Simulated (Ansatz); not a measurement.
CuH$_{2}$N (`[NH2][Cu]`). The species carries charge 0 and has multiplicity 1.

```xyz
4

N    -0.258   -0.253   -0.200
Cu    1.518    0.186   -0.226
H    -0.781    0.614   -0.325
H    -0.479   -0.548    0.751
```

Q: What are the harmonic wavenumbers in cm⁻¹ at PBE0-D4/def2-TZVP (Ansatz, finite differences of forces, unscaled)? (Best estimate.)

A: The calculation gave: 581, 687, 779, 1541, 3454, 3543.

Q: Is this a minimum?

A: Yes, all 6 modes are real.

Q: Give the ideal-gas thermochemistry at 298.15 K and 1 bar (rigid rotor, harmonic oscillator; point group Cs, symmetry number 1).

A: Zero-point energy 63.3 kJ/mol; H(298) − E = 74.2 kJ/mol; entropy 250.6 J/(mol·K), of which translation 163.4, rotation 82.8, vibration 4.4; G(298) − E = -0.5 kJ/mol.

Q: And at 400, 500, 600, 800 and 1000 K?

A: 
| T (K) | H − E (kJ/mol) | S (J/mol/K) | G − E (kJ/mol) |
| --- | --- | --- | --- |
| 400 | 79.0 | 264.4 | -26.7 |
| 500 | 84.2 | 276.0 | -53.8 |
| 600 | 89.7 | 286.0 | -81.9 |
| 800 | 101.5 | 302.9 | -140.8 |
| 1000 | 114.1 | 316.9 | -202.9 |
